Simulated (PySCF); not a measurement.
Species: C6H7O2S (doublet state).
Geometry (GFN2-xTB, Å), atoms numbered from 1 in this order:
```
atom  x, y, z in Å
C1     0.675    0.210    2.503
C2    -0.511    0.225    1.732
C3    -0.552   -0.608    0.575
C4    -0.551   -1.255   -0.443
C5    -0.495   -1.992   -1.673
O6     0.373   -1.858   -2.498
O7    -1.521   -2.841   -1.803
S8    -0.669    2.096    0.948
C9     0.763    2.118   -0.154
H10    0.678    0.635    3.488
H11    1.615   -0.059    2.058
H12   -1.444    0.233    2.292
H13   -1.457   -3.314   -2.648
H14    1.677    2.209    0.426
H15    0.771    1.217   -0.761
H16    0.640    2.992   -0.786
```

The hyperfine couplings belong to this conformer and change with its torsions.

Identity: `[CH2][C@H](C#CC(=O)O)SC` [radical].

Method: UKS B3LYP, pcH-1 on C H O S, non-relativistic, mean-field spin-orbit, GIAO in PySCF 2.14.0. The structure is a single GFN2-xTB conformer in the gas phase; no vibrational or solvent corrections. The geometry wasn't refined by DFT: couplings that depend on bond lengths, twists or pyramidal angles can differ widely from those at the functional's own minimum. Stability of the SCF solution: not tested.

Principal values of hyperfine tensors in MHz (contact, dipolar and spin–orbit terms together), for some of the nuclei:

```json
{"atom": "C1", "isotope": "13C", "A1": "4.90", "A2": "6.17", "A3": "215.90"}
{"atom": "H11", "isotope": "1H", "A1": "-88.08", "A2": "-55.00", "A3": "-20.60"}
{"atom": "H10", "isotope": "1H", "A1": "-85.78", "A2": "-53.77", "A3": "-18.61"}
{"atom": "H12", "isotope": "1H", "A1": "32.19", "A2": "35.77", "A3": "44.84"}
{"atom": "C2", "isotope": "13C", "A1": "-41.60", "A2": "-26.55", "A3": "-21.29"}
{"atom": "H16", "isotope": "1H", "A1": "12.61", "A2": "14.80", "A3": "18.33"}
{"atom": "C3", "isotope": "13C", "A1": "11.51", "A2": "13.42", "A3": "14.28"}
{"atom": "H14", "isotope": "1H", "A1": "0.50", "A2": "2.89", "A3": "8.81"}
```

(1) Give the isotropic coupling of each nucleus in MHz and in mT (g = 2.0045), and the anisotropic part.

(2) What spin density at the nucleus of C2 lies behind its contact coupling (g_N = 1.40482)?

(3) S8 (33S, g_N = 0.42921) isn't in the table. Its spin density at the nucleus is 0.06167 bohr⁻³. What is its contact coupling?

(4) Which nucleus of the table has the largest anisotropic coupling, and what is its form?

(5) In a single crystal, with the field along each principal axis of the tensor of H10 in turn, what first-order splitting does this nucleus give (isotropic g, quadrupole terms neglected)?

Results:

(1) a_iso is a third of the trace, T = A − a_iso, and a(mT) = a(MHz)/(g × 13.996). The tensors hold a spin–orbit part: the run splits a_iso into a_FC + a_SO, and T includes its anisotropic share.

```tsv
atom	a_iso (MHz)	a_FC	a_SO	a_iso (mT)	T1	T2	T3
C1	75.65	75.68	-0.03	2.697	-70.76	-69.49	140.24
H11	-54.56	-54.57	0.01	-1.945	-33.52	-0.44	33.96
H10	-52.72	-52.75	0.02	-1.879	-33.06	-1.05	34.11
H12	37.60	37.64	-0.04	1.340	-5.42	-1.83	7.24
C2	-29.81	-29.79	-0.02	-1.063	-11.79	3.26	8.52
H16	15.25	15.24	0.01	0.543	-2.64	-0.45	3.09
C3	13.07	13.07	0.00	0.466	-1.56	0.35	1.21
H14	4.07	4.04	0.03	0.145	-3.57	-1.17	4.74
```

(2) a_FC = 800.24 MHz bohr³ × g_N × ρ(0)/(2S). With a_FC = -29.79 MHz and 2S = 1, ρ(0) = -0.0265 bohr⁻³.

(3) By the same relation, a_FC = 21.2 MHz. The spin–orbit term adds +0.49 MHz. Its full tensor has the principal values -15.74, -8.12, 88.88 MHz.

(4) C1: -70.8, -69.5, 140.2 MHz (the dipolar term alone has -70.6, -69.6, 140.2), axial, in the ratio −1:−1:+2, the form that spin in one p orbital centred on that nucleus gives.

(5) 2 lines (I = 1/2), spaced by |A_i|/(g × 13.996): 3.06, 1.92, 0.66 mT along the axes of A1, A2 and A3.
